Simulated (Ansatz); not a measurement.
Geometry optimisation, RHF/6-31G* (Ansatz).

input.yaml

```yaml
crystal:
  periodic: [false, false, false]
  atoms:
    - { symbol: Si, position_ang: [0.167677, 0.0, -0.167239] }
    - { symbol: H, position_ang: [0.086533, 0.0, 1.286407] }
    - { symbol: Cl, position_ang: [2.161651, 0.0, -0.625696] }
    - { symbol: Cl, position_ang: [-0.675771, 1.678656, -0.944957] }
    - { symbol: Cl, position_ang: [-0.675771, -1.678656, -0.944957] }
    - { symbol: F, position_ang: [-2.202179, 0.0, 1.327751] }
    - { symbol: H, position_ang: [-1.62704, 0.0, 2.039791] }
basis:
  gaussian: { orbitals: "6-31G*" }
hamiltonian:
  xc: hf
relax:
  f_tol: 0.03
  max_steps: 50
output:
  orbitals: {}
```

Command:

```bash
$ ansatz run input.yaml --threads 2 --pin off --max-ram 3072MiB --backend cpu --events-out ev --progress --plain --runs-dir out
```

Q: Where does it end, and by what steps?

A: It converged. The force dipped under the threshold on the way, but the program's further checks kept it going. After 10 steps the energy has fallen by 0.209 eV; H7 moved furthest, 0.99 Å.

| step | energy less start (eV) | largest force component (eV/Å) | accepted |
| --- | --- | --- | --- |
| 0 | 0.0000 | 0.423 | yes |
| 1 | -0.1174 | 0.229 | yes |
| 2 | -0.1555 | 0.863 | yes |
| 3 | -0.1572 | 1.812 | yes |
| 4 | -0.1887 | 1.373 | yes |
| 5 | -0.1998 | 0.266 | yes |
| 6 | -0.2071 | 0.081 | yes |
| 7 | -0.2082 | 0.030 | yes |
| 8 | -0.2083 | 0.134 | yes |
| 9 | -0.2086 | 0.029 | yes |
| 10 | -0.2088 | 0.027 | yes |

```xyz
7
Properties=species:S:1:pos:R:3
Si 0.408 0.000 -0.300
H 0.433 0.000 1.151
Cl 2.339 0.000 -0.974
Cl -0.531 1.669 -0.992
Cl -0.531 -1.669 -0.992
F -2.380 0.000 1.587
H -2.503 0.000 2.491
```

Whether the end is a true minimum wasn't checked by a vibrational analysis.

Run time: 19 s on 2 threads of Arm Neoverse V1, with other jobs on the host, peak memory 0.2 GiB.
